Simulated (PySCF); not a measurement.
PySCF 2.14 output of an unrestricted wB97X calculation on a single atom or ion in aug-cc-pVTZ (8s7p5d3f2g, 93 functions), with no relativity, point nucleus:

```
SCF conv_tol = 1e-09
number electrons alpha = 14  beta = 13
    J.-D. Chai and M. Head-Gordon.,  J. Chem. Phys. 128, 084106 (2008)
cycle= 1 E= -1382.65434261706  delta_E= -0.0058  |g|= 0.258  |ddm|= 1.01
cycle= 2 E= -1382.58669024642  delta_E= 0.0677  |g|= 0.701  |ddm|= 0.362
cycle= 3 E= -1382.66788999064  delta_E= -0.0812  |g|= 0.0521  |ddm|= 0.393
cycle= 4 E= -1382.66913025233  delta_E= -0.00124  |g|= 0.0124  |ddm|= 0.0591
cycle= 5 E= -1382.66942202329  delta_E= -0.000292  |g|= 0.0133  |ddm|= 0.019
cycle= 6 E= -1382.66791707507  delta_E= 0.0015  |g|= 0.0118  |ddm|= 0.139
cycle= 7 E= -1382.66789019768  delta_E= 2.69e-05  |g|= 0.00701  |ddm|= 0.0436
cycle= 8 E= -1382.66789634942  delta_E= -6.15e-06  |g|= 0.00684  |ddm|= 0.00111
cycle= 9 E= -1382.66773537481  delta_E= 0.000161  |g|= 0.00239  |ddm|= 0.0475
cycle= 10 E= -1382.66768922946  delta_E= 4.61e-05  |g|= 0.00218  |ddm|= 0.0366
cycle= 11 E= -1382.66768702596  delta_E= 2.2e-06  |g|= 0.00117  |ddm|= 0.0124
cycle= 12 E= -1382.66768709446  delta_E= -6.85e-08  |g|= 0.000306  |ddm|= 0.00291
cycle= 13 E= -1382.66768711278  delta_E= -1.83e-08  |g|= 2.21e-05  |ddm|= 0.00111
cycle= 14 E= -1382.66768710537  delta_E= 7.41e-09  |g|= 0.000131  |ddm|= 0.000516
cycle= 15 E= -1382.66768710896  delta_E= -3.59e-09  |g|= 1.71e-05  |ddm|= 0.000124
cycle= 16 E= -1382.66768710902  delta_E= -5.73e-11  |g|= 3.9e-06  |ddm|= 4.91e-05
converged SCF energy = -1382.66768710902  <S^2> = 0.7555535  2S+1 = 2.0055458
```

The run itself started from symmetry-adapted Hartree-Fock orbitals and held the occupation by maximum overlap, on a logarithmic radial grid, so the iterations belong to that start.

Task: Which element, charge and spin multiplicity is this?

Result: Co (cobalt, neutral), multiplicity 2; the state was [Ar] 3d9, 2D determinant (an excited configuration).
